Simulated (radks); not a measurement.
Neutral beryllium inside a hard spherical wall (all orbitals vanish at R), configuration held at [He] 2s2 and not refilled when levels cross. Method: non-relativistic Kohn-Sham, PBE, spin-polarised, spherical densities, point nucleus; computed with a radial shooting solver on a logarithmic mesh with Libxc functionals. Eigenvalues in eV for spin up, with the zero of energy where the potential of the charges vanishes at infinity; a dash marks a level that is unbound or too diffuse for the functional's potential to be trusted. A positive occupied level is held by the wall or, in an anion where self-interaction has pushed it up, behind a barrier. The pressure on the wall is -dE/dV.

R (bohr)  E (hartree)  kinetic (hartree)    e(1s)   e(2s)  e(2p, empty)  e(3s, empty)  pressure (GPa)
free        -14.62995             14.558  -106.20  -5.609        -2.019             -               0
20          -14.62995             14.558  -106.20  -5.609        -2.019             -        < 0.0001
15          -14.62995             14.558  -106.20  -5.609        -2.019         0.236        < 0.0001
12          -14.62994             14.558  -106.19  -5.607        -2.012         0.644        0.000233
10          -14.62981             14.560  -106.17  -5.595        -1.981         1.368         0.00409
8           -14.62831             14.572  -106.03  -5.502        -1.812         3.243          0.0726
7           -14.62450             14.597  -105.76  -5.324        -1.541         5.261           0.310
6           -14.61216             14.664  -105.12  -4.874        -0.927         8.923            1.36
4           -14.43894             15.291  -100.58  -0.759         3.761        31.327            34.1
2           -11.62399             21.623  -77.788  45.745        40.708        196.43            2960
